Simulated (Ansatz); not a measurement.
BeHI (SMILES [BeH][I]) moved off its minimum; all values from Ansatz (a first-principles code), cores frozen in correlated methods. Elements past Kr take the def2 small-core potentials, without spin–orbit coupling.
(charge 0, multiplicity 1)
```xyz
3

Be     0.07625    -0.00601    -2.02276
H      0.09101    -0.06934    -3.20161
I     -0.04113     0.04099     0.18946
```

Forces at r2SCAN/def2-TZVPP (eV/Å):

```json
[
 {"atom": "Be1", "Fx": "-0.133", "Fy": "0.131", "Fz": "3.721"},
 {"atom": "H2", "Fx": "0.082", "Fy": "-0.138", "Fz": "-3.199"},
 {"atom": "I3", "Fx": "0.050", "Fy": "0.007", "Fz": "-0.522"}
]
```

Give the forces (eV/Å), the total energy and the dipole at CCSD(T)/def2-TZVPPD.


| atom | Fx | Fy | Fz |
|---|---|---|---|
| Be1 | -0.119 | 0.122 | 3.405 |
| H2 | 0.083 | -0.135 | -3.151 |
| I3 | 0.036 | 0.013 | -0.254 |
Energy -312.1357 hartree, dipole 0.50 D.
